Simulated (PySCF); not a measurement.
Species: C7H9FN (doublet state).
Numbering: `[CH3:1][C:2]1=[C:3]([F:4])[CH:5]=[C:6]([NH2:7])[CH:8][CH2:9]1` (hydrogens: H10, H11, H12 on C1; H13 on C5; H14, H15 on N7; H16 on C8; H17, H18 on C9)

Structure used (GFN2-xTB), in Å, numbered top down from 1:
```
atom  x, y, z in Å
C1     2.660   -0.300   -0.146
C2     1.188   -0.075   -0.052
C3     0.635    1.030    0.517
F4     1.453    1.987    1.032
C5    -0.736    1.264    0.623
C6    -1.642    0.306    0.118
N7    -2.998    0.584    0.163
C8    -1.167   -0.838   -0.459
C9     0.285   -1.121   -0.619
H10    3.206    0.548    0.255
H11    2.946   -1.194    0.411
H12    2.958   -0.453   -1.185
H13   -1.088    2.171    1.086
H14   -3.610   -0.210    0.060
H15   -3.286    1.235    0.875
H16   -1.854   -1.578   -0.841
H17    0.517   -1.255   -1.689
H18    0.524   -2.095   -0.161
```

The hyperfine couplings belong to this conformer and change with its torsions.

Computed with PySCF 2.14.0, UKS B3LYP, pcH-1 on C F H N, non-relativistic, mean-field spin-orbit, GIAO. Geometry: GFN2-xTB; no solvent, vibrations or thermal averaging. Couplings are sensitive to structure, and on GFN2-xTB geometries they can be far from those on DFT ones. The SCF solution wasn't tested for stability. ⟨S²⟩ is 0.783 where a pure state has 0.75.

Principal values of hyperfine tensors in MHz (contact and dipolar terms together), for some of the nuclei:

```
atom  isotope      A1      A2      A3
 H18       1H  139.15  142.75  146.98
  C5      13C    2.54    4.80  129.02
  C3      13C  -65.42  -31.51  -28.99
 H11       1H   38.18   38.60   44.77
 H12       1H   34.66   35.19   41.26
  C2      13C    2.95    4.56  103.44
  C8      13C    2.04    3.91  102.34
  C6      13C  -55.55  -26.03  -23.55
```

Question: Give the isotropic coupling of each nucleus in MHz and in mT (g = 2.0025), and the anisotropic part.

Answer: a_iso is a third of the trace, T = A − a_iso, and a(mT) = a(MHz)/(g × 13.996).

| atom | a_iso (MHz) | a_iso (mT) | T1 | T2 | T3 |
| --- | --- | --- | --- | --- | --- |
| H18 | 142.96 | 5.101 | -3.81 | -0.21 | 4.02 |
| C5 | 45.45 | 1.622 | -42.91 | -40.65 | 83.56 |
| C3 | -41.97 | -1.498 | -23.45 | 10.46 | 12.99 |
| H11 | 40.52 | 1.446 | -2.33 | -1.92 | 4.25 |
| H12 | 37.04 | 1.322 | -2.37 | -1.85 | 4.22 |
| C2 | 36.99 | 1.320 | -34.03 | -32.43 | 66.46 |
| C8 | 36.10 | 1.288 | -34.06 | -32.19 | 66.25 |
| C6 | -35.04 | -1.250 | -20.50 | 9.01 | 11.49 |

Question: What spin density at the nucleus of C8 lies behind its contact coupling (g_N = 1.40482)?

Answer: a_FC = 800.24 MHz bohr³ × g_N × ρ(0)/(2S). With a_FC = 36.10 MHz and 2S = 1, ρ(0) = 0.03211 bohr⁻³.

Question: H17 (1H, g_N = 5.58569) isn't in the table. Its spin density at the nucleus is 0.03445 bohr⁻³. What is its contact coupling?

Answer: By the same relation, a_FC = 154.0 MHz. Its full tensor has the principal values 150.18, 153.83, 157.97 MHz.

Question: Name the largest traceless tensor T of the table and describe it.

Answer: C5: -42.9, -40.7, 83.6 MHz, nearly axial, close to the ratio −1:−1:+2, the form that spin in one p orbital centred on that nucleus gives.

Question: In a single crystal, with the field along each principal axis of the tensor of C3 in turn, what first-order splitting does this nucleus give (isotropic g, quadrupole terms neglected)?

Answer: 2 lines (I = 1/2), spaced by |A_i|/(g × 13.996): 2.33, 1.12, 1.03 mT along the axes of A1, A2 and A3.

On Arm Neoverse V1, one thread (shared host), this took 1.9 min wall (grids of density and orbitals included) and 1.1 GiB of memory at its peak.

The SMILES draws the unpaired electron on C8; the largest computed Mulliken spin population is on C5 (0.54 against 0.43).
